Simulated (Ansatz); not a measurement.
`[SeH][Ga]([SeH])[SeH]` → Ga• + 3 H• + 3 Se•  (atomization)

Program: Ansatz. Geometries: PBE0-D4/def2-TZVP. ΔE: electronic, gas phase. CCSD(T)/CBS adds triple-zeta CCSD(T) − MP2 to the extrapolated MP2 energy (def2 sets, frozen cores). This one scheme is used for every species, atoms too. Functionals use def2-TZVPP. B3LYP here is the variant with VWN-RPA as its local correlation; programs differ in this. HSE06 is defined as in plane-wave codes. Open shells (•) are unrestricted, without spin–orbit coupling. Spin–orbit coupling would lower the free atoms: clearly for Ga, Se. Bonds to Ga, Se are less sure, by a few kJ/mol each and by 10 to 20 or more in all where they break to atoms, as the def2 sets lack core-valence functions. Scalar relativity is left out up to krypton. Each species was taken in one conformer, which may not be the lowest.

```csv
level,ΔE (kJ/mol),difference from CCSD(T)/CBS
revPBE-D4,1759.1,-65.5
PBE0-D4,1789.8,-34.8
B3LYP-D4,1769.8,-54.8
r2SCAN0-D4,1785.8,-38.8
ωB97X-V,1806.5,-18.1
r2SCAN,1815.2,-9.4
HSE06,1768.4,-56.2
CCSD/def2-SVP,1622.7,-201.9
HF/def2-TZVPP,1200.9,-623.7
MP2/def2-QZVPP,1818.9,-5.7
CCSD(T)/CBS,1824.6,0
```

Largest T1 diagnostic among the species: 0.013.

In def2-TZVPP, CCSD(T) changes the Hartree–Fock value by +566.6 kJ/mol (the triples alone add +42.5 kJ/mol) and MP2 by +586.9 kJ/mol; breaking electron pairs costs correlation energy, which Hartree–Fock lacks. From r2SCAN to r2SCAN0 (25 % exact exchange), in def2-TZVPP and without D4, ΔE moves by −36.6 kJ/mol: exact exchange takes away binding that semilocal exchange gives to molecules. The D4 term adds +41.8 kJ/mol with B3LYP and +22.1 kJ/mol with PBE0; it sums over pairs of atoms, weighted by their polarisabilities, and B3LYP, whose exchange is more repulsive, gets the larger term.

For atomizations the MP2-based limit and the directly extrapolated one differ by several kJ/mol either way, and by 10 to 25 for some Ge, Se and Sn compounds, so smaller differences from it don't rank the levels.
